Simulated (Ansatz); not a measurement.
`CBBF` + H₂Te → `CB[TeH]` + `BF`  (cleavage of the B–B bond)

Calculated with Ansatz (gas phase, PBE0-D4/def2-TZVP geometries, no zero-point term in ΔE). CCSD(T)/CBS is the MP2 limit (def2-TZVPP, def2-QZVPP) plus CCSD(T) − MP2 in def2-TZVPP, frozen cores. This one scheme is used for every species. Functionals use def2-TZVPP. def2 core potentials past Kr. For Te outer-core shells are correlated without core-valence functions, which leaves a few kJ/mol of doubt a bond. Each species was taken in one conformer, which may not be the lowest.

| species | B2PLYP energy (Eh) |
| --- | --- |
| `CBBF` | -190.60266 |
| H₂Te | -269.03126 |
| `CB[TeH]` | -333.77306 |
| `BF` | -125.89962 |

(1) Work out ΔE.

Largest T1 diagnostic among the species: 0.013.

## Answers

(1) ΔE = (-333.77306) + (-125.89962) − (-190.60266) − (-269.03126) = -0.03876 Eh = -101.8 kJ/mol. CCSD(T)/CBS gives -107.5 kJ/mol.

In def2-TZVPP, CCSD(T) changes the Hartree–Fock value by −14.6 kJ/mol (the triples alone add −4.9 kJ/mol) and MP2 by −27.0 kJ/mol. Leaving LDA and LC-ωPBE aside and taking each functional with its dispersion term where it has one, the values, not all of them listed here, spread over 15.8 kJ/mol, from PBE-QIDH to B97M-V. The D4 term adds −4.8 kJ/mol with B3LYP and −2.4 kJ/mol with PBE0; it sums over pairs of atoms, weighted by their polarisabilities, and B3LYP, whose exchange is more repulsive, gets the larger term.

B3LYP here is the variant with VWN-RPA as its local correlation; programs differ in this.
